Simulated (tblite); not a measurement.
Compound: C5H10BrO (doublet state).
Atom-mapped SMILES: `[CH2:1][C@@H:2]([O:3][CH3:4])[C@H:5]([CH3:6])[Br:7]` (hydrogens: H8, H9 on C1; H10 on C2; H11, H12, H13 on C4; H14 on C5; H15, H16, H17 on C6)

Computed with GFN2-xTB (tblite), gas phase: L-BFGS steps from a force-field or distance-geometry start until the largest atomic force falls under 0.01 eV/Å.

Step 7: E = -649.3293 eV
```
atom  x, y, z in Å  |  force x, y, z in eV/Å
C1     -0.3272    1.1520   -1.0573    0.027   0.009   0.047
C2      0.1295   -0.0691   -0.3680    0.048   0.049  -0.032
O3      1.0079    0.2080    0.7050   -0.047  -0.031  -0.032
C4      2.3536    0.3030    0.3076   -0.045  -0.009   0.024
C5     -1.0899   -0.8559    0.1763   -0.083  -0.075   0.015
C6     -1.7524   -0.2392    1.3880    0.020   0.041   0.013
Br7    -0.5182   -2.6819    0.6346    0.049  -0.008   0.017
H8     -0.7064    1.1181   -2.0616    0.005  -0.042   0.110
H9     -0.3076    2.0825   -0.5247   -0.013   0.013  -0.040
H10     0.6299   -0.7399   -1.0882    0.010  -0.028  -0.076
H11     2.9084    0.6281    1.1847    0.014  -0.041   0.015
H12     2.4947    1.0293   -0.5003   -0.064   0.048   0.016
H13     2.7256   -0.6721   -0.0297    0.048  -0.003   0.018
H14    -1.8052   -0.9905   -0.6346   -0.043  -0.003  -0.083
H15    -2.0921    0.7673    1.1505    0.007  -0.005  -0.004
H16    -1.0456   -0.1866    2.2136   -0.010   0.030  -0.018
H17    -2.6118   -0.8412    1.6874    0.075   0.055   0.011
```

Step 8: E = -649.3314 eV
```
atom  x, y, z in Å  |  force x, y, z in eV/Å
C1     -0.3280    1.1520   -1.0538    0.018   0.004   0.029
C2      0.1273   -0.0717   -0.3669    0.091   0.089  -0.074
O3      1.0067    0.2048    0.7044   -0.033  -0.064   0.017
C4      2.3528    0.3012    0.3086   -0.049   0.009   0.005
C5     -1.0914   -0.8596    0.1759   -0.059   0.012   0.003
C6     -1.7504   -0.2371    1.3873   -0.001   0.012  -0.001
Br7    -0.5143   -2.6795    0.6354    0.034  -0.035   0.019
H8     -0.7072    1.1149   -2.0579   -0.003  -0.032   0.095
H9     -0.3083    2.0861   -0.5264   -0.004  -0.026  -0.034
H10     0.6282   -0.7410   -1.0898   -0.003  -0.010  -0.062
H11     2.9058    0.6264    1.1872    0.010  -0.040   0.001
H12     2.4895    1.0299   -0.4984   -0.043   0.042   0.024
H13     2.7296   -0.6717   -0.0311    0.026   0.007   0.027
H14    -1.8046   -0.9874   -0.6386   -0.048  -0.035  -0.050
H15    -2.0915    0.7691    1.1486    0.022  -0.024  -0.004
H16    -1.0426   -0.1846    2.2123   -0.012   0.034  -0.028
H17    -2.6086   -0.8399    1.6868    0.055   0.057   0.032
```

Question: Estimate the geometry and energy of step 9. (The exact step hangs on the optimiser's Hessian estimate; all steps are aligned on step 8, rigid shifts and turns removed.)

Answer: E = -649.3331 eV, largest force 0.127 eV/Å
```
atom  x, y, z in Å  |  force x, y, z in eV/Å
C1     -0.3284    1.1520   -1.0503    0.016   0.003   0.007
C2      0.1268   -0.0727   -0.3672    0.080   0.066  -0.073
O3      1.0052    0.2009    0.7042   -0.009  -0.086   0.048
C4      2.3513    0.2999    0.3096   -0.034   0.018  -0.004
C5     -1.0934   -0.8623    0.1753   -0.010   0.080  -0.031
C6     -1.7485   -0.2351    1.3865   -0.007  -0.011  -0.022
Br7    -0.5103   -2.6781    0.6364    0.015  -0.041   0.016
H8     -0.7079    1.1115   -2.0531   -0.021  -0.023   0.054
H9     -0.3089    2.0889   -0.5284    0.005  -0.035  -0.012
H10     0.6266   -0.7421   -1.0923   -0.012   0.011  -0.046
H11     2.9038    0.6242    1.1893    0.003  -0.034  -0.009
H12     2.4841    1.0312   -0.4963   -0.027   0.031   0.034
H13     2.7334   -0.6711   -0.0318    0.000   0.021   0.029
H14    -1.8049   -0.9854   -0.6428   -0.040  -0.058  -0.007
H15    -2.0907    0.7703    1.1468    0.026  -0.022  -0.008
H16    -1.0402   -0.1823    2.2106   -0.002   0.037  -0.030
H17    -2.6050   -0.8378    1.6870    0.017   0.043   0.053
```

The energy changes by -0.0017 eV. The first-order estimate −F·Δx gives -0.0024 eV and the mean of the old and new forces, exact on a quadratic surface, -0.0017 eV. The step makes an angle of 58° with the force vector and moves no atom by more than 0.006 Å.

What follows is the cost of the whole relaxation. The run took 0.4 s on one thread, Arm Neoverse V2 (aarch64), shared host.
